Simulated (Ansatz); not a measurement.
Program: Ansatz. Geometries: PBE0-D4/def2-TZVP. ΔE: electronic, gas phase. CBS: MP2 limit from def2 TZ/QZ plus the TZ coupled-cluster correction, frozen cores. This one scheme is used for every species. DFT in def2-TZVPP. Each species was taken in one conformer, which may not be the lowest.

Consider the hydrogenolysis of the Si–S bond: `SC[SiH2]S` + H₂ → `[SiH3]CS` + H₂S.

`SC[SiH2]S`:

```xyz
10

S    -0.383    0.461   -1.973
C    -1.117   -0.006   -0.384
Si    0.112    0.159    1.024
S     1.903   -0.959    0.675
H     0.581   -0.475   -1.974
H    -1.560   -1.002   -0.442
H    -1.931    0.707   -0.218
H     0.438    1.594    1.209
H    -0.452   -0.418    2.273
H     2.410   -0.062   -0.188
```

H₂:

```xyz
2

H    -0.322   -0.158    0.101
H     0.322    0.158   -0.101
```

`[SiH3]CS`:

Z-matrix (Å, degrees):
```
Si
C 1 1.878
H 1 1.489 2 110.7
H 1 1.484 2 109.8 3 121.0
H 1 1.488 2 108.8 3 -119.4
S 2 1.813 1 111.4 3 177.0
H 2 1.092 1 112.3 3 52.0
H 2 1.093 1 109.3 3 -67.0
H 6 1.343 2 97.3 1 -50.2
```

H₂S:

```xyz
3

S    -0.117    0.608    0.006
H     0.865   -0.144   -0.512
H    -0.748   -0.465    0.506
```

CCSD(T)/CBS gives +0.47 eV.

Problem. Another level gave +0.30 eV. Which?
A. r2SCANh-D4/def2-TZVPP
B. CAM-B3LYP/def2-TZVPP
C. HF/def2-TZVPP
D. PBE0/def2-TZVPP

Solution. B. CAM-B3LYP 0.30, r2SCANh-D4 0.50, PBE0 0.41, HF/def2-TZVPP 0.17 eV.

Problem. What do rigid-rotor, harmonic-oscillator terms from PBE0-D4/def2-TZVP frequencies (298.15 K, 1 bar) make of the CCSD(T)/CBS value? (An estimate is asked.)

Solution. Ansatz gave: ΔZPE = +0.08 eV, ΔH = +0.51 eV, ΔS = 35 J/(mol·K), ΔG = +0.41 eV.

Largest T1 diagnostic among the species: 0.011.

At CCSD(T), def2-SVP lies −0.20 eV from the extrapolated value and def2-TZVPP −0.06 eV. From r2SCAN to r2SCAN0 (25 % exact exchange), in def2-TZVPP and without D4, ΔE moves by −0.03 eV. Leaving LDA and LC-ωPBE aside and taking each functional with its dispersion term where it has one, the values, not all of them listed here, spread over 0.18 eV, from CAM-B3LYP-D4 to revPBE-D4. LDA lies +0.05 eV from PBE without D4.
